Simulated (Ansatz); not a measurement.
Start from `FBC[SiH3]` and change one element to get `[F][AlH][CH2][SiH3]`.

Ansatz, PBE0-D4/def2-TZVP geometries, multiplicity 1. Each molecule was computed in one conformer, which needn't be the lowest.

```tsv
property	`FBC[SiH3]`
HOMO energy (PBE/def2-TZVPP) / eV	-7.41
HOMO energy (B3LYP/def2-TZVPP) / eV	-8.66
size of the dipole moment (PBE/def2-TZVPP) / D	1.32
HOMO energy (ωB97M-V/def2-TZVPP) / eV	-11.15
HOMO–LUMO gap (B3LYP/def2-TZVPP) / eV	7.70
HOMO energy (PBE0/def2-TZVPP) / eV	-8.86
```

Q: Give the same properties after the change, and the shifts. (An estimate is asked.)

A: The calculation gave: 
| property | `[F][AlH][CH2][SiH3]` | shift |
| --- | --- | --- |
| HOMO energy (PBE/def2-TZVPP) / eV | -7.03 | 0.38 |
| HOMO energy (B3LYP/def2-TZVPP) / eV | -8.09 | 0.57 |
| size of the dipole moment (PBE/def2-TZVPP) / D | 1.74 | 0.42 |
| HOMO energy (ωB97M-V/def2-TZVPP) / eV | -10.47 | 0.68 |
| HOMO–LUMO gap (B3LYP/def2-TZVPP) / eV | 6.81 | -0.89 |
| HOMO energy (PBE0/def2-TZVPP) / eV | -8.29 | 0.57 |

With PBE0 the HOMO rises by 0.57 eV and the LUMO falls by 0.33 eV, so the gap narrows by about 0.90 eV. PBE moves the HOMO by 0.38 eV and ωB97M-V by 0.68 eV. Dipoles are sizes alone; their direction can turn.

B3LYP here is the variant with VWN-RPA as its local correlation; programs differ in this.
